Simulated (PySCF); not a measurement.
Can point charges reproduce the dipole moment of `CC(=O)O[Si@@H]1C[SiH2][C@H](F)C1`?

Coordinates (GFN2-xTB, Å) and charges (e) from the PBE0/pcSseg-1 density (PySCF):

| atom | x | y | z | Mulliken | IAO | Hirshfeld | ESP-fitted |
| --- | --- | --- | --- | --- | --- | --- | --- |
| C1 | 3.772 | 0.083 | -0.434 | -0.2293 | -0.4741 | -0.1196 | -0.6660 |
| C2 | 2.437 | 0.747 | -0.256 | +0.3906 | +0.5387 | +0.2247 | +0.9010 |
| O3 | 2.172 | 1.872 | -0.579 | -0.4063 | -0.4555 | -0.2528 | -0.5721 |
| O4 | 1.541 | -0.050 | 0.315 | -0.5781 | -0.5843 | -0.1892 | -0.5364 |
| Si5 | 0.002 | 0.501 | 0.643 | +0.9927 | +1.1216 | +0.4263 | +0.6453 |
| C6 | -0.831 | -0.954 | 1.537 | -0.8994 | -0.8599 | -0.2577 | -0.4890 |
| Si7 | -2.480 | -1.251 | 0.635 | +0.6616 | +0.7481 | +0.3385 | +0.3767 |
| C8 | -2.503 | 0.314 | -0.484 | -0.0797 | -0.0832 | -0.0266 | +0.1557 |
| F9 | -3.298 | 0.117 | -1.612 | -0.3448 | -0.3336 | -0.1329 | -0.2770 |
| C10 | -1.082 | 0.668 | -0.904 | -0.5444 | -0.5800 | -0.1765 | -0.4113 |
| H11 | 3.652 | -0.798 | -1.061 | +0.1449 | +0.1732 | +0.0594 | +0.1900 |
| H12 | 4.474 | 0.774 | -0.891 | +0.1418 | +0.1704 | +0.0569 | +0.1810 |
| H13 | 4.142 | -0.242 | 0.536 | +0.1443 | +0.1729 | +0.0589 | +0.1909 |
| H14 | 0.085 | 1.726 | 1.435 | -0.0687 | -0.1321 | -0.0751 | -0.1046 |
| H15 | -0.212 | -1.847 | 1.531 | +0.1819 | +0.1768 | +0.0443 | +0.1462 |
| H16 | -1.004 | -0.713 | 2.582 | +0.1770 | +0.1694 | +0.0412 | +0.1180 |
| H17 | -2.466 | -2.444 | -0.213 | -0.0591 | -0.1115 | -0.0712 | -0.0771 |
| H18 | -3.639 | -1.254 | 1.531 | -0.0768 | -0.1176 | -0.0758 | -0.1068 |
| H19 | -2.958 | 1.166 | 0.034 | +0.1289 | +0.1380 | +0.0381 | +0.0586 |
| H20 | -1.050 | 1.653 | -1.370 | +0.1649 | +0.1640 | +0.0449 | +0.1316 |
| H21 | -0.764 | -0.050 | -1.665 | +0.1579 | +0.1589 | +0.0444 | +0.1451 |

Q: Form Σ q r in debye for every column and set it beside the full dipole.

A: The full density gives (1.70, -1.70, 1.99) D, 3.12 D in size; dipole vectors point from the negative to the positive end.

```csv
scheme,μx,μy,μz,size (D),share of the full size (%),angle to the full dipole (°)
Mulliken,3.06,-1.57,3.16,4.67,150,14
IAO,1.56,-1.66,3.64,4.30,138,18
Hirshfeld,1.17,-1.37,1.49,2.33,75,3
ESP-fitted,1.68,-1.72,2.00,3.12,100,1
```

Q: Which set comes closest?

A: Length of the difference vector: ESP-fitted 0.03 D, Hirshfeld 0.80 D, IAO 1.66 D, Mulliken 1.80 D. Closest: ESP-fitted. The schemes that divide the density aren't constrained to reproduce the dipole.

Q: What is left for the Hirshfeld atoms' own dipoles?

A: The shares of the density sum to the whole, so what Σ q r misses lies in dipoles about the nuclei. The atomic dipoles sum to (1.70, -1.70, 1.99) − (1.17, -1.37, 1.49) = (0.53, -0.33, 0.50) D, 0.80 D in size.

Q: With the origin at the mean of the coordinates, (0.000, 0.001, 0.062) Å, which are the largest single terms, by size, of the IAO dipole along the direction of the full one?

A: F9 +4.69, C10 +4.37, C6 -4.16, C1 -3.86, O4 -2.89 D; all 21 atoms together +4.08 D. The single terms depend on the origin, their sum doesn't.

Q: Give the size of the full dipole in other units.

A: 3.12 D = 1.228 au = 0.650 e·Å = 10.41 × 10⁻³⁰ C·m.

One conformer (not necessarily the lowest) at the GFN2-xTB geometry, without solvent, vibrations or thermal averaging.
